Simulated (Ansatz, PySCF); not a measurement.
C2H6AlSi, SMILES `C=[CH][Al-][SiH3]` (excited triplet; C–C–Al–Si torsion 180°) (charge -1, multiplicity 3). This triplet is an excited state, 0.70 eV above the relaxed singlet at the level B3LYP-D3(BJ)/def2-TZVPD (PySCF).

All values below come from Ansatz (a program for electronic structure) with PBE/aug-cc-pVTZ // B3LYP-D3(BJ)/def2-TZVPD.

Ansatz 0.2 input:
```yaml
crystal:
  periodic: [false, false, false]
  atoms:
    - { symbol: C, position_ang: [2.659758, -0.351997, -0.02446] }
    - { symbol: C, position_ang: [1.327853, -0.13045, -0.040106] }
    - { symbol: Al, position_ang: [-0.023259, -0.264859, 1.384378] }
    - { symbol: Si, position_ang: [-2.360465, 0.26782, 0.810873] }
    - { symbol: H, position_ang: [3.178987, -0.660957, 0.880678] }
    - { symbol: H, position_ang: [3.291127, -0.237261, -0.905119] }
    - { symbol: H, position_ang: [0.93042, 0.176021, -1.015494] }
    - { symbol: H, position_ang: [-2.693357, 1.670072, 0.357172] }
    - { symbol: H, position_ang: [-3.043304, -0.553665, -0.257479] }
    - { symbol: H, position_ang: [-3.26775, 0.08528, 1.994517] }
basis:
  gaussian: { orbitals: aug-cc-pVTZ }
hamiltonian:
  xc: pbe
total_charge: -1
magnetization:
  spin_polarized: true
  initial_magnetization: 2
```

Output:

```
Functional definition: PBE
1464 factors; their error is unknown
mean field evaluation 1: about -16621.3960 eV, gradient 4.8e1 eV
mean field evaluation 2: about -16418.6780 eV, gradient 1.3e2 eV
mean field evaluation 4: about -16631.9685 eV, gradient 1.9e1 eV
mean field evaluation 8: about -16635.5993 eV, gradient 5.6e-1 eV
mean field evaluation 16: about -16635.5729 eV, gradient 1.8e-3 eV
mean field evaluation 32: about -16634.2091 eV, gradient 5.6e-1 eV
mean field -16635.57290175 eV, -611.3460281429 hartree, gradient 2.6e-5 eV, S^2 2.004938; 4 other end points of the search recorded, 0 dependent functions left out
reference -16635.57300615 eV, -611.3460319798 hartree; 24, 22 occupied and 306, 308 virtual orbitals, 1464 factors
Total energy: -16635.57300615 eV, -611.3460319798 hartree
```
